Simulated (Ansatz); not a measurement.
Species: sum formula HBO, charge 0, multiplicity 1. 
Geometry from a B3LYP-D3(BJ)/def2-TZVP (Ansatz, a first-principles code) optimisation:
```
B
O 1 1.1991
H 1 1.1681 2 180.00
```
Charge 0, spin multiplicity 1.

Basis-set convergence of Hartree-Fock and CCSD(T) correlation energies (hartree) with Ansatz. Correlated levels leave the core frozen unless marked. Spin-orbit coupling is left out. No relativistic terms.

```csv
basis,functions,E(HF),"E(corr, CCSD(T))"
def2-SVPD,51,-100.09311,-0.29374
def2-TZVPPD,94,-100.20855,-0.34847
def2-QZVPPD,162,-100.21348,-0.37028
```

Extrapolating the two largest sets (X = 3 and 4) as X^-3: E(corr) = (64·(-0.37028) - 27·(-0.34847))/37 = -0.3862 Eh, an estimate of the basis-set limit. The largest set recovers 95.9 % of it, the smallest 76.1 %.
